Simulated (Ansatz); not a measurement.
Cartesian coordinates in Å:
```
N -1.066 2.063 0.276
C -0.623 1.021 0.057
Ge 0.016 -0.713 -0.467
Cl 2.151 -0.617 -0.423
H -0.478 -1.753 0.557
```

The species carries charge 0 and has multiplicity 2.

List the PBE0/def2-TZVPP orbital energies in eV (Ansatz). (Best estimate.)

Computed: α occupied: -10862.08, -2768.12, -1360.27, -1210.12, -1210.08, -1210.06, -392.06, -279.46, -259.94, -198.25, -198.10, -198.07, -173.02, -122.86, -122.79, -122.72, -35.69, -35.64, -35.59, -35.56, -35.53, -25.87, -23.69, -17.39, -13.23, -11.85, -10.91, -10.74, -10.29, -10.13, -9.75, -7.52. α empty: -1.49, -0.55, 0.33, 1.18, 1.64, 2.96, 3.69, 4.94. β occupied: -10862.04, -2768.10, -1360.25, -1210.08, -1210.06, -1210.04, -392.01, -279.45, -259.92, -198.21, -198.05, -198.05, -172.95, -122.78, -122.72, -122.68, -35.62, -35.56, -35.50, -35.48, -35.45, -25.77, -23.53, -16.92, -12.96, -11.57, -10.72, -10.48, -10.18, -9.93, -9.67. β empty: -4.24, -1.21, -0.23, 0.75, 1.48, 2.08, 3.06, 4.13. ⟨S²⟩ = 0.753.
